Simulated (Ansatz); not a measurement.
Two members of one family (Ge nanocrystals, cubic, H-capped), computed with Ansatz in the gas phase. The two geometries come from different levels. A negative affinity means that the extra electron isn't bound at that geometry and level; within about 0.2 eV of zero the sign isn't settled. Binding counts from free atoms in the multiplicity of their measured ground term, without zero-point energy. Sets without diffuse functions give affinities that are too small. A dash marks a value that wasn't run or was left out as unsound. The structures are stationary points that may keep the symmetry of their start. Remarks come from the PBE and PBE0 runs and from stability tests at other levels; not every state was tested. A HOMO above zero means that the electron is unbound at that level and held by the basis, or that self-interaction error raises the level; the energy of removing that electron tells which. HOMO above LUMO (over both spins in singlets and doublets, within one spin in higher multiplets; at PBE or PBE0), or a gap under 0.15 eV within one spin, warns that the state may not be the lowest or that an electron is smeared out.

First: Ge9H16 (singlet, charge 0, r2SCAN-D4/def2-SVP geometry).

```xyz
25

Ge    0.562   -2.795   -0.182
Ge    2.434    0.384    1.444
Ge    1.003    0.558   -2.248
Ge   -2.620   -0.490   -1.028
Ge   -0.750    2.691    0.596
Ge    2.013   -0.889   -0.579
Ge   -1.682   -2.147    0.476
Ge    0.439    1.458    2.314
Ge   -1.124    1.383   -1.414
H     1.177   -3.709    0.897
H     0.469   -3.610   -1.487
H     3.046   -0.529    2.523
H     3.469    1.479    1.116
H     0.786   -0.224   -3.559
H     1.942    1.742   -2.554
H    -2.901   -1.170   -2.382
H    -3.965    0.017   -0.471
H     0.090    3.927    0.217
H    -2.096    3.194    1.155
H     3.366   -1.415   -1.110
H    -2.586   -3.395    0.477
H    -1.657   -1.587    1.908
H     0.842    2.428    3.443
H    -0.492    0.395    2.925
H    -1.767    2.303   -2.477
```

```tsv
level	HOMO (eV)	LUMO (eV)	gap (eV)	vertical IE (eV)	vertical EA (eV)	vertical triplet (eV)	binding per atom (eV)
PBE-D4/def2-SVP	-6.51	-1.27	5.24	–	–	–	2.78
PBE-D4/def2-TZVP	-6.55	-1.43	5.12	8.42	-0.11	4.98	2.78
r2SCAN-D4/def2-TZVP	-6.81	-1.29	5.52	–	–	–	2.83
PBE0-D4/def2-SVP	-7.54	-0.60	6.94	–	–	–	2.79
PBE0-D4/def2-TZVP	-7.54	-0.75	6.80	8.86	-0.28	5.51	2.79
```

Remarks: gap within one spin near zero at PBE or PBE0 (+1 doublet), HOMO above zero (-1 doublet), gap within one spin near zero at PBE or PBE0 (triplet).

Second: Ge10H16 (singlet, charge 0, PBE-D4/def2-SVP geometry).

```xyz
26

Ge    2.6914   -0.2567    0.8122
Ge    0.8240    0.0750   -2.7001
Ge   -0.2255   -2.8119   -0.1489
Ge   -0.8232   -0.0768    2.7003
Ge   -2.6912    0.2588   -0.8089
Ge    0.2240    2.8095    0.1463
Ge    1.6484   -1.5011   -1.0190
Ge    1.0482    1.2410    1.8337
Ge   -0.8239    1.5736   -1.6872
Ge   -1.8732   -1.3188    0.8722
H     3.8936    0.5708    0.2691
H     3.2400   -1.2479    1.8799
H     2.0116    0.9051   -3.2705
H     0.1761   -0.7029   -3.8827
H     0.2898   -3.8340    0.9079
H    -0.8881   -3.6172   -1.3054
H    -0.3132   -1.0660    3.7888
H    -1.8693    0.8659    3.3650
H    -3.3854   -0.5156   -1.9689
H    -3.7484    1.2079   -0.1713
H     1.4055    3.6659   -0.3991
H    -0.8100    3.7816    0.7873
H     2.7000   -2.4562   -1.6679
H     1.7164    2.0321    3.0020
H    -1.3504    2.5764   -2.7615
H    -3.0675   -2.1586    1.4268
```

**Question.** Estimate how these quantities change from the first to the second (second minus first).

**Answer.** 
```csv
level,Δ HOMO (eV),Δ LUMO (eV),Δ gap (eV),Δ vertical IE (eV),Δ vertical EA (eV),Δ vertical triplet (eV),Δ binding per atom (eV)
PBE-D4/def2-SVP,-0.02,-0.13,-0.12,–,–,–,0.05
PBE-D4/def2-TZVP,-0.02,-0.14,-0.12,-0.06,0.16,-0.14,0.05
r2SCAN-D4/def2-TZVP,-0.02,-0.13,-0.10,–,–,–,0.04
PBE0-D4/def2-SVP,-0.02,-0.12,-0.10,–,–,–,0.05
PBE0-D4/def2-TZVP,-0.02,-0.14,-0.11,-0.03,0.14,-0.09,0.05
```

Remarks: gap within one spin near zero at PBE or PBE0 (+1 doublet), HOMO above zero (-1 doublet), gap within one spin near zero at PBE or PBE0 (triplet).
